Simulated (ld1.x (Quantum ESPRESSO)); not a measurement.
Configuration tests for beryllium (TM)

beryllium, norm-conserving Troullier–Martins (Kleinman–Bylander form), made with ld1.x (Quantum ESPRESSO) 7.5 (PBE, non-relativistic). Core none, reference 1s2 2s0 2p0 (charge +2). Waves: 1s (bound): rc 0.40 bohr; 2p (bound, empty): rc 3.25 bohr; 3d channel at -0.2 Ry: rc 2.90 bohr. Local part: all-electron potential smoothed inside 0.50 bohr (lloc = -1). Core correction: none.

Energies are relative to the spin-unpolarised reference configuration 1s2 2s0 2p0; without spin polarisation the order of configurations can differ from experiment. Not all tests gave a result: 3 of 7 tests not solved or not reliable. Left out of the table: 1s2 2s1 2p1 (an occupied level unbound or not found, printed error -305 eV); 1s2 2s0 2p2 (solver errors, printed error -14.4 eV); 1s2 2s0 2p1 (solver errors, printed error -3.8 eV).

```json
{"valence configuration": "1s2 2s1 2p0", "charge": "+1", "ΔE all-electron (eV)": "-17.945", "error AE − PS (meV)": "-11"}
{"valence configuration": "1s2 2s1.5 2p0", "charge": "+0.5", "ΔE all-electron (eV)": "-23.734", "error AE − PS (meV)": "-14"}
{"valence configuration": "1s1 2s2 2p0", "charge": "+1", "ΔE all-electron (eV)": "100.767", "error AE − PS (meV)": "+5.3"}
```

(1) What are ΔE and the potential's error for 1s2 2s2 2p0?

Answers

(1) ΔE = -27.494 eV all-electron; the error (AE − PS) is -16 meV.
